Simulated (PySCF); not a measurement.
**Fe²⁴⁺: ionisation energy**

Fe²⁴⁺ 1s2 → Fe²⁵⁺ 1s1 [1s1/2^1, M_J = 1/2], as a difference of total energies. Calculation: PySCF 2.14, in an even-tempered Gaussian basis (15 s from 29 bohr⁻², ratio 2.4; 9 p from 37 bohr⁻², ratio 2.4; 3 d from 120 bohr⁻², ratio 2.6; 3 f from 180 bohr⁻², ratio 2.6); the two-component X2C-1e Hamiltonian. Correlated levels: nothing frozen; the 28 highest virtual spinors dropped. "Screened" scales the spin-orbit matrix elements by Boettger's factors to mimic the two-electron term; Breit and QED terms are absent.

| method | ionisation energy (eV) |
| --- | --- |
| GHF (screened spin-orbit) | 8833.6 |
| GMP2 (screened spin-orbit) | 8834.9 |

For comparison: 8828.2 eV (theoretical estimate listed by NIST; NIST Atomic Spectra Database, ionization energies).
